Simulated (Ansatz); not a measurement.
```yaml
crystal:
  periodic: [false, false, false]
  atoms:
    - {symbol: C, position_ang: [-2.095806, 0.333809, 0.120015]}
    - {symbol: In, position_ang: [-0.030698, 0.358203, -0.080277]}
    - {symbol: C, position_ang: [1.521851, 0.778790, 1.315343]}
    - {symbol: O, position_ang: [0.280056, -2.139823, -0.285365]}
    - {symbol: Se, position_ang: [0.730116, 0.407024, -2.540586]}
    - {symbol: H, position_ang: [-2.694402, -0.160155, 0.986105]}
    - {symbol: H, position_ang: [-2.513846, 1.477772, 0.042106]}
    - {symbol: H, position_ang: [-2.692774, 0.043315, -0.731711]}
    - {symbol: H, position_ang: [1.650692, 1.788714, 1.231934]}
    - {symbol: H, position_ang: [1.044643, 0.531658, 2.335581]}
    - {symbol: H, position_ang: [2.305124, 0.214104, 1.333720]}
    - {symbol: H, position_ang: [-0.626812, -2.547133, -0.466352]}
    - {symbol: H, position_ang: [0.388904, -1.807958, -1.384386]}
    - {symbol: H, position_ang: [2.185204, 0.630442, -2.157858]}
basis:
  gaussian: {orbitals: def2-SVPD}
hamiltonian: {xc: {name: PBEsol}, dispersion: d3bjatm}
relax: {f_tol: 0.0001, max_steps: 3}
```

```sh
$ ansatz run in.yaml --threads 4 --pin off --events-out ev --progress --plain --max-ram 11315MiB
```

Q: How does Ansatz answer? (Estimate.)

A: Computed: The run did not converge.
```
Functional definition: PBEsol
1903 factors; their error is unknown
mean field evaluation 1: about -74677.9527 eV, gradient 9.5e1 eV
mean field evaluation 2: about -74618.7965 eV, gradient 1.7e2 eV
mean field evaluation 4: about -74697.8720 eV, gradient 1.5e1 eV
mean field evaluation 8: about -74698.3937 eV, gradient 1.5e-1 eV
mean field evaluation 16: about -74698.3430 eV, gradient 6.4e-4 eV
mean field -74698.34304082 eV, -2745.1134743948 hartree, gradient 4.2e-5 eV, S^2 0.000000; 0 other end points of the search recorded, 0 dependent functions left out
reference -74698.34311515 eV, -2745.1134771262 hartree; 42, 42 occupied and 166, 166 virtual orbitals, 1903 factors
relax step   1: F+E_penalty+E_count = -74698.49120730 eV  Δ(F+E_penalty+E_count) = +0.000e0 eV  max|allowed force component| = 6.926e0 eV/Å  Δτ_max = 0.0000 Å  (32 SCF iters, accepted)
1903 factors; their error is unknown
mean field -74699.79638446 eV, -2745.1668837882 hartree, gradient 1.4e-5 eV, S^2 0.000000; 0 other end points of the search recorded, 0 dependent functions left out
reference -74699.79645922 eV, -2745.1668865356 hartree; 42, 42 occupied and 166, 166 virtual orbitals, 1903 factors
relax step   2: F+E_penalty+E_count = -74699.94420607 eV  Δ(F+E_penalty+E_count) = -1.453e0 eV  max|allowed force component| = 1.882e0 eV/Å  Δτ_max = 0.1949 Å  (37 SCF iters, accepted)
1903 factors; their error is unknown
mean field evaluation 32: about -74699.9647 eV, gradient 1.7e-3 eV
mean field -74699.91440837 eV, -2745.1712210872 hartree, gradient 1.3e-5 eV, S^2 0.000000; 0 other end points of the search recorded, 0 dependent functions left out
reference -74699.91448349 eV, -2745.1712238476 hartree; 42, 42 occupied and 166, 166 virtual orbitals, 1903 factors
relax step   3: F+E_penalty+E_count = -74700.06185611 eV  Δ(F+E_penalty+E_count) = -1.177e-1 eV  max|allowed force component| = 7.183e-1 eV/Å  Δτ_max = 0.1852 Å  (38 SCF iters, accepted)
Error: geometry relaxation did not converge after 3 steps: max|allowed force component| = 7.18e-1 eV/Å (threshold 1.0e-4). Raise `relax.max_steps` over both its present limit and 3, loosen `relax.f_tol`, or start from a geometry closer to equilibrium. Where this run's directory can be resumed (`checkpoint.write`), a resume goes on for up to `relax.max_steps` more
```
